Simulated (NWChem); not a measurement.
System: PbSiH₃I, singlet; SMILES [SiH3][Pb][I]

The following NWChem deck was run.

```
start job
memory heap 200 mb stack 900 mb global 1100 mb
geometry units angstroms noautoz
  Pb    -0.551267     0.813138    -0.496534
  I      0.229360    -1.692672     0.630257
  Si     2.015691     1.786718    -0.094954
  H      2.214463     3.215711    -0.549388
  H      3.014980     0.934055    -0.839209
  H      2.367364     1.727735     1.372290
end
basis spherical
  * library def2-svp
end
ecp
  I library def2-ecp
  Pb library def2-ecp
end
dft
  xc xwpbe 0.80 cpbe96 1.0 hfexch 1.00
  cam 0.2 cam_alpha 0.2 cam_beta 0.8
  iterations 150
  vectors input atomic output neutral.movecs
end
task dft energy
charge 1
dft
  odft
  mult 2
  vectors input atomic output cation.movecs
end
task dft energy
```

Output (shortened):

```
             Northwest Computational Chemistry Package (NWChem) 7.3.0
             --------------------------------------------------------

 CS  symmetry detected

                             Geometry "geometry" -> ""
                             -------------------------

 Output coordinates in angstroms (scale by  1.889725989 to convert to a.u.)

  No.       Tag          Charge          X              Y              Z
 ---- ---------------- ---------- -------------- -------------- --------------
    1 Pb                  82.0000    -0.49711923     0.92206684     0.00000000
    2 I                   53.0000     0.02216078    -1.88657491     0.00000000
    3 Si                  14.0000     2.23229814     1.42074381     0.00000000
    4 H                    1.0000     2.59373986     2.88955333     0.00000000
    5 H                    1.0000     2.87167070     0.79951118    -1.21861204
    6 H                    1.0000     2.87167070     0.79951118     1.21861204

 Effective nuclear repulsion energy (a.u.)    1193.1085441767

      Symmetry information
      --------------------

 Group name             Cs
 Group number              2
 Group order               2
 No. of unique centers     5

 Summary of "ao basis" -> "ao basis" (spherical)
 ------------------------------------------------------------------------------
       Tag                 Description            Shells   Functions and Types
 ---------------- ------------------------------  ------  ---------------------
 Pb                         def2-svp                10       26   4s4p2d
 I                          def2-svp                10       26   4s4p2d
 Si                         def2-svp                 8       18   4s3p1d
 H                          def2-svp                 3        5   2s1p

      Symmetry analysis of basis
      --------------------------

        a'         58
        a"         27

            General Information
            -------------------
          SCF calculation type: DFT
          Wavefunction type:  closed shell.
          No. of atoms     :     6
          No. of electrons :    64
           Alpha electrons :    32
            Beta electrons :    32
          Charge           :     0
          Spin multiplicity:     1
          Use of symmetry is: on ; symmetry adaption is: on
          Maximum number of iterations: 150
          AO basis - number of functions:    85
                     number of shells:    37
          Convergence on energy requested:  1.00D-06
          Convergence on density requested:  1.00D-05
          Convergence on gradient requested:  5.00D-04

              XC Information
              --------------
                     Hartree-Fock (Exact) Exchange  1.000
                     LC-wPBE(h)Exchange Functional  0.800
            Perdew 1991 LDA Correlation Functional  1.000 local
           PerdewBurkeErnz. Correlation Functional  1.000 non-local

           Range-Separation Parameters
           ---------------------------
           Alpha           :  0.20
           Beta            :  0.80
           Gamma           :  0.20
           Short-Range HF  :     F

             Grid Information
             ----------------
          Grid used for XC integration:  medium
          Radial quadrature: Mura-Knowles
          Angular quadrature: Lebedev.
          Tag              B.-S. Rad. Rad. Pts. Rad. Cut. Ang. Pts.
          ---              ---------- --------- --------- ---------
          Pb                  1.80      123          10.0       590
          I                   1.40      123          13.0       590
          Si                  1.10       88          11.0       590
          H                   0.35       45          13.0       434
          Grid pruning is: on
          Number of quadrature shells:   424
          Spatial weights used:  Erf1

      Superposition of Atomic Density Guess
      -------------------------------------

 Sum of atomic energies:        -856.72359451

      Non-variational initial energy
      ------------------------------

 Total energy =    -778.946260
 1-e energy   =   -1736.765625
 2-e energy   =     716.690798
 HOMO         =      -0.204750
 LUMO         =      -0.067957

      Symmetry analysis of molecular orbitals - initial
      -------------------------------------------------

  Numbering of irreducible representations:

     1 a'          2 a"

  Orbital symmetries:

     1 a'          2 a'          3 a'          4 a'          5 a'
     6 a'          7 a"          8 a"          9 a'         10 a'
    11 a'         12 a'         13 a"         14 a'         15 a'
    16 a"         17 a'         18 a"         19 a'         20 a'
    21 a'         22 a"         23 a"         24 a'         25 a'
    26 a'         27 a'         28 a"         29 a'         30 a"
    31 a'         32 a'         33 a"         34 a'         35 a'
    36 a'         37 a"         38 a'         39 a'         40 a'
    41 a'         42 a"

   convergence    iter        energy       DeltaE   RMS-Dens  Diis-err
 ---------------- ----- ----------------- --------- --------- ---------
 d= 0,ls=0.0,diis     1   -781.6839414247 -1.02D+03  1.53D-02  2.41D-01
 d= 0,ls=0.0,diis     2   -781.7158035262 -3.19D-02  5.22D-03  1.10D-01
 d= 0,ls=0.0,diis     3   -781.7349904294 -1.92D-02  1.08D-03  3.80D-03
 d= 0,ls=0.0,diis     4   -781.7356616507 -6.71D-04  2.19D-04  7.72D-05
 d= 0,ls=0.0,diis     5   -781.7356828779 -2.12D-05  7.05D-05  9.43D-06
  Resetting Diis
 d= 0,ls=0.0,diis     6   -781.7356861592 -3.28D-06  3.14D-05  5.57D-07
 d= 0,ls=0.0,diis     7   -781.7356865839 -4.25D-07  7.29D-06  5.39D-08

         Total DFT energy =     -781.735686583921
      One electron energy =    -1738.793702496543
           Coulomb energy =      776.130583969735
    Exchange-Corr. energy =      -60.201134918280
 Nuclear repulsion energy =      241.128566861167

 Numeric. integr. density =       64.000016727234

                  Occupations of the irreducible representations
                  ----------------------------------------------

                     irrep           alpha         beta
                     --------     --------     --------
                     a'               23.0         23.0
                     a"                9.0          9.0

                       DFT Final Molecular Orbital Analysis
                       ------------------------------------

 Vector   30  Occ=2.000000D+00  E=-3.436229D-01  Symmetry=a'
              MO Center=  7.9D-02, -9.7D-01,  2.5D-13, r^2= 4.5D+00
   Bfn.  Coefficient  Atom+Function         Bfn.  Coefficient  Atom+Function
  ----- ------------  ---------------      ----- ------------  ---------------
    37      0.412913  2 I  px                40      0.369497  2 I  px
    38      0.283731  2 I  py                41      0.240924  2 I  py
    11      0.226572  1 Pb px                 3     -0.200256  1 Pb s
    34     -0.168892  2 I  px                14      0.138864  1 Pb px
    31     -0.137026  2 I  px                 1      0.121211  1 Pb s

 Vector   31  Occ=2.000000D+00  E=-3.368865D-01  Symmetry=a"
              MO Center=  6.6D-03, -1.7D+00, -9.9D-14, r^2= 2.5D+00
   Bfn.  Coefficient  Atom+Function         Bfn.  Coefficient  Atom+Function
  ----- ------------  ---------------      ----- ------------  ---------------
    39      0.577451  2 I  pz                42      0.529754  2 I  pz
    36     -0.236763  2 I  pz                33     -0.192079  2 I  pz
    13      0.115811  1 Pb pz                16      0.091984  1 Pb pz
    18      0.053172  1 Pb d -1              10     -0.042041  1 Pb pz
     7     -0.041295  1 Pb pz                23     -0.036997  1 Pb d -1

 Vector   32  Occ=2.000000D+00  E=-2.966573D-01  Symmetry=a'
              MO Center=  4.6D-01,  2.1D-01, -7.4D-15, r^2= 5.9D+00
   Bfn.  Coefficient  Atom+Function         Bfn.  Coefficient  Atom+Function
  ----- ------------  ---------------      ----- ------------  ---------------
    40     -0.361992  2 I  px                37     -0.358484  2 I  px
    11      0.347699  1 Pb px                63     -0.270661  3 Si px
    60     -0.241744  3 Si px                 3     -0.236779  1 Pb s
    14      0.181843  1 Pb px                56      0.148679  3 Si s
    34      0.147193  2 I  px                 4     -0.144703  1 Pb s

 Vector   33  Occ=0.000000D+00  E=-6.349654D-02  Symmetry=a"
              MO Center= -3.4D-01,  7.9D-01,  3.8D-16, r^2= 4.3D+00
   Bfn.  Coefficient  Atom+Function         Bfn.  Coefficient  Atom+Function
  ----- ------------  ---------------      ----- ------------  ---------------
    16      0.584340  1 Pb pz                13      0.534524  1 Pb pz
    42     -0.225928  2 I  pz                10     -0.187120  1 Pb pz
     7     -0.181964  1 Pb pz                39     -0.164332  2 I  pz
    77      0.118249  5 H  s                 82     -0.118249  6 H  s
    65      0.074520  3 Si pz                36      0.068947  2 I  pz

 Vector   34  Occ=0.000000D+00  E= 1.566190D-03  Symmetry=a'
              MO Center= -3.1D-01,  5.8D-01,  3.8D-15, r^2= 6.2D+00
   Bfn.  Coefficient  Atom+Function         Bfn.  Coefficient  Atom+Function
  ----- ------------  ---------------      ----- ------------  ---------------
    15      0.812185  1 Pb py                41      0.586221  2 I  py
    12      0.450349  1 Pb py                30      0.403985  2 I  s
    38      0.276499  2 I  py                 3     -0.258088  1 Pb s
     4     -0.195811  1 Pb s                 14     -0.168434  1 Pb px
    29      0.168712  2 I  s                  9     -0.157080  1 Pb py

 Vector   35  Occ=0.000000D+00  E= 4.587892D-02  Symmetry=a'
              MO Center=  1.5D-03,  1.0D+00,  2.4D-15, r^2= 6.9D+00
   Bfn.  Coefficient  Atom+Function         Bfn.  Coefficient  Atom+Function
  ----- ------------  ---------------      ----- ------------  ---------------
    14      1.070548  1 Pb px                56     -0.967989  3 Si s
    63      0.786739  3 Si px                 4      0.450846  1 Pb s
    11      0.353793  1 Pb px                 3      0.294381  1 Pb s
    55     -0.275337  3 Si s                 54     -0.184105  3 Si s
     1     -0.180864  1 Pb s                 60      0.178662  3 Si px

     Multipole analysis of the density
     ---------------------------------

     L   x y z        total         alpha         beta         nuclear
     -   - - -        -----         -----         ----         -------
     0   0 0 0      0.000000    -32.000000    -32.000000     64.000000

     1   1 0 0     -0.779596    -27.986082    -27.986082     55.192569
     1   0 1 0      1.303719      3.013935      3.013935     -4.724151
     1   0 0 1      0.000000      0.000000      0.000000      0.000000

     2   2 0 0    -55.787093   -203.650127   -203.650127    351.513161
     2   1 1 0     -2.619071    -82.298508    -82.298508    161.977945
     2   1 0 1      0.000000      0.000000      0.000000      0.000000
     2   0 2 0    -53.939980   -286.891367   -286.891367    519.842753
     2   0 1 1      0.000000      0.000000      0.000000      0.000000
     2   0 0 2    -50.298143    -30.452157    -30.452157     10.606170

                                 NWChem DFT Module
                                 -----------------

      Symmetry analysis of basis
      --------------------------

        a'         58
        a"         27

            General Information
            -------------------
          SCF calculation type: DFT
          Wavefunction type:  spin polarized.
          No. of atoms     :     6
          No. of electrons :    63
           Alpha electrons :    32
            Beta electrons :    31
          Charge           :     1
          Spin multiplicity:     2
          Use of symmetry is: on ; symmetry adaption is: on
          Maximum number of iterations: 150
          This is a Direct SCF calculation.
          AO basis - number of functions:    85
                     number of shells:    37
          Convergence on energy requested:  1.00D-06
          Convergence on density requested:  1.00D-05
          Convergence on gradient requested:  5.00D-04

              XC Information
              --------------
                     Hartree-Fock (Exact) Exchange  1.000
                     LC-wPBE(h)Exchange Functional  0.800
            Perdew 1991 LDA Correlation Functional  1.000 local
           PerdewBurkeErnz. Correlation Functional  1.000 non-local

           Range-Separation Parameters
           ---------------------------
           Alpha           :  0.20
           Beta            :  0.80
           Gamma           :  0.20
           Short-Range HF  :     F

             Grid Information
             ----------------
          Grid used for XC integration:  medium
          Radial quadrature: Mura-Knowles
          Angular quadrature: Lebedev.
          Tag              B.-S. Rad. Rad. Pts. Rad. Cut. Ang. Pts.
          ---              ---------- --------- --------- ---------
          Pb                  1.80      123          10.0       590
          I                   1.40      123          13.0       590
          Si                  1.10       88          11.0       590
          H                   0.35       45          13.0       434
          Grid pruning is: on
          Number of quadrature shells:   424
          Spatial weights used:  Erf1

      Superposition of Atomic Density Guess
      -------------------------------------

 Sum of atomic energies:        -856.72359451

 Renormalizing density from      64.00 to     63

      Non-variational initial energy
      ------------------------------

 Total energy =    -774.030911
 1-e energy   =   -1709.628662
 2-e energy   =     694.469184
 HOMO         =      -0.440421
 LUMO         =      -0.289337

   Symmetry analysis of molecular orbitals - initial alpha
   -------------------------------------------------------

  Numbering of irreducible representations:

     1 a'          2 a"

  Orbital symmetries:

     1 a'          2 a'          3 a'          4 a'          5 a'
     6 a'          7 a"          8 a'          9 a"         10 a'
    11 a'         12 a'         13 a"         14 a'         15 a'
    16 a"         17 a'         18 a"         19 a'         20 a'
    21 a'         22 a"         23 a"         24 a'         25 a'
    26 a'         27 a'         28 a"         29 a'         30 a"
    31 a'         32 a'         33 a"         34 a'         35 a'
    36 a'         37 a"         38 a'         39 a'         40 a'
    41 a'         42 a"

   Symmetry analysis of molecular orbitals - initial beta
   ------------------------------------------------------

  Numbering of irreducible representations:

     1 a'          2 a"

  Orbital symmetries:

     1 a'          2 a'          3 a'          4 a'          5 a'
     6 a'          7 a"          8 a'          9 a"         10 a'
    11 a'         12 a'         13 a"         14 a'         15 a'
    16 a"         17 a'         18 a"         19 a'         20 a'
    21 a'         22 a"         23 a"         24 a'         25 a'
    26 a'         27 a'         28 a"         29 a'         30 a"
    31 a'         32 a'         33 a"         34 a'         35 a'
    36 a'         37 a"         38 a'         39 a'         40 a'
    41 a'         42 a"

[...]
```

Level: LRC-wPBEh/def2-SVP with def2 effective core potentials on I, Pb, vertical spin-unrestricted ions. Low-valent species are run as closed-shell singlets; no triplet was tried in these runs. All runs use the structure optimised with PBE-D3(BJ)/def2-SVP. def2 effective core potentials on I, Pb; no spin-orbit coupling.
